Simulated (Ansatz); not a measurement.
System: C2H7O2Si (charge -1, singlet). It need not be the lowest isomer of its formula. Whether it binds its extra electron was not tested at this geometry. 
Geometry from a B3LYP-D3(BJ)/def2-TZVP (Ansatz, a quantum-chemistry and plane-wave program) optimisation:
```
O
C 1 1.3906
H 2 1.1010 1 110.28
H 2 1.1036 3 107.17 1 -122.45
H 2 1.1041 3 107.82 4 -114.69
Si 1 1.7622 2 119.05 3 149.25
O 6 1.7446 1 101.01 2 86.23
C 7 1.3982 6 120.91 1 49.26
H 8 1.0996 7 112.10 6 -63.48
H 8 1.1005 9 107.98 7 121.10
H 8 1.1017 9 106.85 10 116.25
H 6 1.5629 7 96.59 8 -43.78
```
Charge -1, spin multiplicity 1.

Total electronic energies in hartree. Cores are frozen in the correlated levels unless marked. Spin-orbit coupling is left out. Non-relativistic unless marked X2C. CBS(X,Y): correlation extrapolated as X^-3; Hartree-Fock from the larger set. [CCSD(T)-MP2]/basis is that difference in the basis named.

```
level                                                                             program  energy (Eh)
-------------------------------------------------------------------------  --------------  -----------
HF/cc-pVTZ                                                                         Ansatz   -518.58962
PBE/def2-TZVPD                                                                     Ansatz   -520.10296
HSE06-D3(BJ)/def2-TZVPD                                                    Ansatz + dftd3   -520.12618
B2GP-PLYP-D3(BJ)/def2-TZVPD                                                Ansatz + dftd3   -520.14631
B2PLYP-D3(BJ)/def2-TZVPD                                                   Ansatz + dftd3   -520.23322
RPA@PBE/cc-pV(Q+d)Z                                                                Ansatz   -520.25597
RI-MP2/aug-cc-pV(Q+d)Z                                                             Ansatz   -519.66662
RI-MP2/cc-pV(T+d)Z                                                                 Ansatz   -519.55709
SCS-MP2/6-31G*                                                                     Ansatz   -519.15379
SCS-MP2/aug-cc-pV(Q+d)Z                                                            Ansatz   -519.67050
CCSD(T)/cc-pV(T+d)Z                                                                Ansatz   -519.63719
X2C-CCSD(T)/cc-pVTZ-DK                                                             Ansatz   -520.36834
RI-MP2/CBS(aug-cc-pV(T+d)Z,aug-cc-pV(Q+d)Z)+[CCSD(T)-MP2]/aug-cc-pV(D+d)Z          Ansatz    -519.7903
RI-MP2/CBS(aug-cc-pV(T+d)Z,aug-cc-pV(Q+d)Z)+[CCSD(T)-MP2]/aug-cc-pV(Q+d)Z          Ansatz    -519.7824
CCSD(T)/CBS(aug-cc-pV(T+d)Z,aug-cc-pV(Q+d)Z)                                       Ansatz    -519.7773
```

Totals of different functionals don't rank their quality; only differences between species are comparable.
